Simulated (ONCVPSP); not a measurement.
# Before and after: ONCV potential for tantalum

```
Element                 : tantalum (Ta)
Generator               : ONCVPSP 4.0.1
Type                    : optimised norm-conserving Vanderbilt (ONCV)
Functional              : Wu-Cohen
Relativity              : fully relativistic
Frozen core             : [Kr] 4d10 4f14 5s2
Valence charge          : 11
Reference configuration : 5p6 5d4 6s1
Partial waves           : 6s: rc 2.95 bohr, ncon 3, nbas 7, qcut 2.5 1/bohr, 1 projector; 5p: rc 1.45 bohr, ncon 4, nbas 8, qcut 4.6 1/bohr, 1 projector; 5d: rc 3.00 bohr, ncon 3, nbas 8, qcut 5.1 1/bohr, 2 projectors, debl 0.7 Ha
Local potential         : polynomial inside 1.35 bohr (lpopt 4, dvloc0 1 Ha)
Core correction         : none
```

Open shells are filled in proportion to 2j + 1.

All-electron outer shells of the reference configuration (Wu-Cohen, scalar-relativistic, ld1.x):

```tsv
shell	level (eV)	outermost node (bohr)	outermost maximum (bohr)
5p	-37.82	0.58	1.13
4f	-23.00	–	0.44
6s	-5.00	1.33	2.81
5d	-2.66	0.65	1.62
```

Change: local potential polynomial inside 1.00 bohr (lpopt 5, dvloc0 2 Ha).

Cutoffs: the cutoffs (Ha) at which the residual kinetic energy of the hardest occupied pseudo-wave falls to 1 and 0.1 mHa per electron; they do not see the model core or the augmentation charge, which bear on the density cutoff. Errors are all-electron minus pseudo energies relative to the spin-unpolarised reference configuration.

Q: What does the change do?

A: The potential gets neither clearly harder nor softer (80 Ha and 99 Ha → 80 Ha and 99 Ha); both files keep a bound ghost (s); of the 4 tests that both files solve, the error grows in 0 and shrinks in 3 by more than 15 % and 0.3 meV (median size 13.3 → 6.3 meV); the range in which the p3/2 phases agree narrows (upper end 2.3 → 0.8); the range in which the p1/2 phases agree narrows (upper end 2.5 → 0.8).

```tsv
quantity	base	changed
cutoff, loose	80 Ha	80 Ha
cutoff, tight	99 Ha	99 Ha
bound ghosts	s	s
GHOST(+) flags under 300 eV	none	d5/2 at 207.0 eV, d3/2 at 219.1 eV
error for 5p6 5d3 6s2, meV [ΔE -2.10 eV]	+13	+8.6
error for 5p6 5d3 6s1, meV [ΔE 6.42 eV]	+13	+4.0
error for 5p6 5d3 6s0, meV [ΔE 21.39 eV]	-0.8	-0.8
error for 5p6 5d2 6s2, meV [ΔE 5.63 eV]	+92	+36
s: phases at 2.99 bohr within 0.05 rad from the reference energy up to (Ha; the scan ends near 5)	n/a	n/a
p3/2: phases at 1.47 bohr within 0.05 rad from the reference energy up to (Ha; the scan ends near 5)	2.3	0.8
p1/2: phases at 1.47 bohr within 0.05 rad from the reference energy up to (Ha; the scan ends near 5)	2.5	0.8
d5/2: phases at 3.05 bohr within 0.05 rad from the reference energy up to (Ha; the scan ends near 5)	3.1	3.2
d3/2: phases at 3.05 bohr within 0.05 rad from the reference energy up to (Ha; the scan ends near 5)	3.0	3.1
```

 A true bound ghost makes a file unfit for plane-wave use even where its test errors are small: the radial tests pick states by their node count and pass the ghost by.
